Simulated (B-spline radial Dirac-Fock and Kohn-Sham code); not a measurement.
## Dipole and non-dipole photoemission parameters of Pm 6s

System: atomic promethium in the configuration [Xe] 4f5 6s2; threshold 4.83 eV (orbital energy of the model). Model: Dirac-Hartree-Slater photoionisation with a Latter tail; cross sections with all multipoles, angular parameters from the dipole term and its interference with E2. Program: a radial B-spline solver.

Input file task.json (cfg lists n, l and occupation; rrms is the nuclear radius in fm):

```json
{"items": [{
  "Z": 61,
  "q": 0,
  "cfg": [[1, 0, 2], [2, 0, 2], [2, 1, 6], [3, 0, 2], [3, 1, 6], [3, 2, 10], [4, 0, 2], [4, 1, 6], [4, 2, 10], [4, 3, 5], [5, 0, 2], [5, 1, 6], [6, 0, 2]],
  "A": 145,
  "rrms": 4.962,
  "do": "xps",
  "hv": [67.1, 74.4, 80, 91.2, 100, 122.0, 129.0, 300, 405.0, 470.0, 517.0, 546.0, 552.0, 568.0, 600, 681.0, 800, 806.0, 1460.0, 1480.0, 1730.0, 2000, 4000, 5414.7, 5460.0, 6230.0, 8800.0, 9210.0, 11200.0, 12500.0],
  "edges": {"K": 45184.0, "L1": 7428.0, "L2": 7013.0, "L3": 6459.0, "M1": 1650.0, "M2": 1471.4, "M3": 1357.0, "M4": 1052.0, "M5": 1027.0, "N1": 331.0, "N2": 242.0, "N3": 242.0, "N4": 120.0, "N5": 120.0}
}]}
```

Run with: `python xray2_run.py task.json out`

```
hν (eV)   σ (kb)      β       γ
   67.1     22.0  1.837   0.061
   74.4        ?      ?       ?
     80     18.5  1.862   0.100
   91.2     16.2  1.877   0.128
    100     14.7  1.887   0.147
    122     11.7  1.903   0.187
    129     10.9  1.907   0.197
    300     3.49  1.945   0.317
    405     2.25  1.953   0.334
    470     1.80  1.956   0.335
    517     1.56  1.958   0.334
    546     1.43  1.959   0.332
    552     1.41  1.959   0.332
    568     1.35  1.960   0.330
    600     1.24  1.961   0.327
    681     1.02  1.963   0.317
    800    0.786  1.966   0.297
    806    0.776  1.966   0.296
   1460    0.290  1.973   0.163
   1480    0.283  1.973   0.159
   1730    0.216  1.974   0.111
   2000    0.168  1.975   0.065
   4000   0.0470  1.980  -0.112
 5414.7   0.0262  1.981  -0.117
   5460   0.0258  1.981  -0.116
   6230   0.0199  1.981  -0.094
   8800   0.0100  1.982   0.049
   9210  0.00912  1.982   0.079
  11200  0.00608  1.982   0.239
  12500  0.00483  1.982   0.351
```

Q: Give the values at 74.4 eV.

A: σ = 19.9 kb, β = 1.853, γ = 0.084. For an s subshell δ is negligible.

Values without a named source are computed, but for edge energies of neutral atoms, which are taken from tables.
